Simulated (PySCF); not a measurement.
propoxymethylsilane (C4H12OSi), SMILES CCCOC[SiH3]. Geometry: B3LYP-D3(BJ)/def2-SVP. The values are those of a single conformer.

Problem. Give the equilibrium geometry at B3LYP-D3(BJ)/def2-SVP (PySCF confirms it by a frequency run) as a Z-matrix. (An estimate is asked for; the answer gives what the named calculation found.)

Solution. Several could match; the one computed here: 
```
O
C 1 1.4086
C 1 1.4108 2 114.37
H 3 1.1102 1 110.04 2 61.02
H 3 1.1116 4 106.86 1 119.27
H 2 1.1117 1 111.43 3 59.39
H 2 1.1118 6 105.94 1 121.40
C 3 1.5202 4 110.60 5 120.08
H 8 1.1036 3 108.23 4 60.76
H 8 1.1038 9 106.60 3 116.02
C 8 1.5277 9 110.05 10 119.89
H 11 1.1000 8 110.44 9 63.12
H 11 1.1011 12 108.29 8 122.27
H 11 1.1031 12 107.67 13 116.27
Si 2 1.8998 6 109.91 7 118.58
H 15 1.4901 2 110.08 6 61.97
H 15 1.4901 16 109.38 2 -121.20
H 15 1.4939 16 109.21 17 -119.42
```
